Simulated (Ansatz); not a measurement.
`[SiH3][GeH2][SiH3]` → `[SiH3][GeH3]` + `[SiH2]`  (silylene loss)

Gas-phase electronic energies from Ansatz, PBE0-D4/def2-TZVP geometries. CCSD(T)/CBS adds triple-zeta CCSD(T) − MP2 to the extrapolated MP2 energy (def2 sets, frozen cores). This one scheme is used for every species. DFT in def2-TZVPP. HSE06 is defined as in plane-wave codes. For Ge outer-core shells are correlated without core-valence functions, which leaves a few kJ/mol of doubt a bond. Scalar relativity is left out up to krypton.

CCSD(T)/CBS gives +259.4 kJ/mol.

Question: Another level gave +275.3 kJ/mol. Which?
A. ωB97M-V/def2-TZVPP
B. CAM-B3LYP-D4/def2-TZVPP
C. HSE06-D4/def2-TZVPP
D. r2SCANh-D4/def2-TZVPP

Answer: C. HSE06-D4 275.3, ωB97M-V 251.2, r2SCANh-D4 281.0, CAM-B3LYP-D4 257.7 kJ/mol.

Question: What do rigid-rotor, harmonic-oscillator terms from PBE0-D4/def2-TZVP frequencies (298.15 K, 1 bar) make of the CCSD(T)/CBS value? (An estimate is asked.)

Answer: Computed: ΔZPE = -15.5 kJ/mol, ΔH = +247.2 kJ/mol, ΔS = 139 J/(mol·K), ΔG = +205.7 kJ/mol.

Largest T1 diagnostic among the species: 0.014.

At CCSD(T), def2-SVP lies −19.9 kJ/mol from the extrapolated value and def2-TZVPP −7.9 kJ/mol. Leaving LDA and LC-ωPBE aside and taking each functional with its dispersion term where it has one, the values, not all of them listed here, spread over 36.2 kJ/mol, from BLYP-D4 to r2SCAN0-D4. LDA lies +30.1 kJ/mol from PBE without D4. The D4 term adds +13.1 kJ/mol with B3LYP and +7.3 kJ/mol with PBE0; it sums over pairs of atoms, weighted by their polarisabilities, and B3LYP, whose exchange is more repulsive, gets the larger term.

B3LYP here is the variant with VWN-RPA as its local correlation; programs differ in this.
